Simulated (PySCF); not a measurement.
C7H7N.
Structure used (PBE0-D3(BJ)/def2-SVP), in Å, numbered top down from 1:
```
atom  x, y, z in Å
C1    -2.4131    1.0032    0.0549
C2    -1.6561   -0.0725   -0.1874
C3    -0.1958   -0.1593   -0.0645
C4     0.6164    0.9134    0.3335
C5     1.9916    0.7285    0.4206
N6     2.6070   -0.4216    0.1463
C7     1.8432   -1.4413   -0.2323
C8     0.4568   -1.3648   -0.3524
H9    -3.4976    0.9616   -0.0676
H10   -1.9911    1.9576    0.3814
H11   -2.1468   -0.9970   -0.5114
H12    0.1870    1.8874    0.5756
H13    2.6333    1.5613    0.7312
H14    2.3589   -2.3825   -0.4566
H15   -0.1158   -2.2404   -0.6689
```

Theory: PySCF, PBE0-D3(BJ)/def2-SVP geometry optimisation, gas phase.

Take the most abundant isotopes and a rigid rotor. The values belong to one conformer with, in the numbering `[CH2:1]=[CH:2][c:3]1[cH:4][cH:5][n:6][cH:7][cH:8]1`, C1–C2–C3–C4 0°.

Question: Give the principal moments of inertia and the rotational constants in cm⁻¹.

Answer: Ia = 92.55, Ib = 327.03, Ic = 419.58 u·Å²; 505379 MHz·u·Å²/I gives 5460, 1545 and 1204 MHz, that is A = 0.18214, B = 0.05155, C = 0.04018 cm⁻¹.

Question: Classify the top.

Answer: An asymmetric top; Ray's κ = -0.840.

Question: Is it planar, by Δ = Ic − Ia − Ib?

Answer: Planar: Δ = Ic − Ia − Ib = 0.00 u·Å². For a rigid frame Δ = −2 Σ m c², so it vanishes when all atoms lie in the ab plane; here none is more than 0.01 Å from it.

Question: Which lines would a microwave search look for?

Answer: The dipole components are |μa| = 2.42 D, |μb| = 0.34 D, |μc| = 0.00 D; the mirror of this Cs structure is the ab plane, so μc vanishes by symmetry and there are no c-type lines. Intensities carry the squares of the components, which stand as 1.00 : 0.02 (a : b). Some lines, for components of 0.1 D or more:

```tsv
type	branch	J(Ka,Kc)	MHz	lower level (cm⁻¹)
a	Q	2(1,1) ← 2(1,2)	1023	0.394
b	R	2(0,2) ← 1(1,1)	1563	0.222
a	Q	3(1,2) ← 3(1,3)	2044	0.652
b	Q	1(1,0) ← 1(0,1)	4256	0.092
b	R	3(0,3) ← 2(1,2)	4569	0.394
b	Q	2(1,1) ← 2(0,2)	4618	0.274
b	Q	3(1,2) ← 3(0,3)	5200	0.547
a	R	2(1,1) ← 1(1,0)	5841	0.234
b	R	1(1,1) ← 0(0,0)	6665	0.000
a	R	3(0,3) ← 2(0,2)	8165	0.274
a	R	3(2,2) ← 2(2,1)	8249	0.820
a	R	3(2,1) ← 2(2,0)	8334	0.821
a	R	3(1,2) ← 2(1,1)	8747	0.429
b	R	2(1,2) ← 1(0,1)	9074	0.092
b	R	3(1,3) ← 2(0,2)	11321	0.274
b	Q	3(2,1) ← 3(1,2)	11353	0.720
b	Q	3(2,2) ← 3(1,3)	13292	0.652
b	R	2(2,1) ← 1(1,0)	17586	0.234
b	R	2(2,0) ← 1(1,1)	17948	0.222
b	R	3(2,2) ← 2(1,1)	19994	0.429
b	Q	3(3,1) ← 3(2,2)	20440	1.095
b	R	3(2,1) ← 2(1,2)	21123	0.394
b	R	3(3,1) ← 2(2,0)	28668	0.821
```

No PBE0-D3(BJ)/def2-SVP frequencies stand behind this structure, so it isn't proved a minimum. These are rigid-rotor constants of the computed structure; measured ground-state constants (B0) also hold zero-point vibration. Quadrupole hyperfine structure (14N) is left out.
